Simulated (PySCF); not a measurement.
**[Y(H2CO)]3+ at several levels of theory**

Computed with PySCF 2.14.0 (density fitting, no spin-orbit coupling) at the geometry relaxed with PBE0:

```xyz
5
[Y(H2CO)]3+ (singlet)
Y     0.0000    0.0000   -0.4844
O     0.0000    0.0000    1.5531
C     0.0000    0.0000    2.8235
H     0.9737    0.0000    3.3657
H    -0.9737    0.0000    3.3657
```

```
    level                                                          basis    state  HOMO (eV)  gap (eV)  charge on Y1 (e)  dipole about the centre of mass (D)  largest force component (eV/Å)
     PBE0      Y def2-SVP with ECP28, O def2-SVP, C def2-SVP, H def2-SVP  singlet     -25.60      5.63              2.37                                 1.59                            0.01
CAM-B3LYP                                                       the same  singlet     -26.96      8.10              2.37                                 1.43                            0.17
     PBE0  Y def2-TZVP with ECP28, O def2-TZVP, C def2-TZVP, H def2-TZVP  singlet     -25.55      5.61              2.46                                 1.65                            0.32
```

Charges are Mulliken's, which hang on the basis. The relaxation used the grid (50, 194), these runs (75, 302) or, all-electron (x2c bases, spin-free X2C Hamiltonian), (99, 590).

(1) What does BP86 with Y def2-SVP with ECP28, O def2-SVP, C def2-SVP, H def2-SVP give here?

## Answers

(1) state singlet, HOMO (eV) -24.40, gap (eV) 3.26, charge on Y1 (e) 2.30, dipole about the centre of mass (D) 2.06, largest force component (eV/Å) 0.46. Time: 2.7 s on 2 threads of Intel(R) Xeon(R) CPU @ 2.60GHz (Ice Lake), with other jobs on the host, from an already converged density.
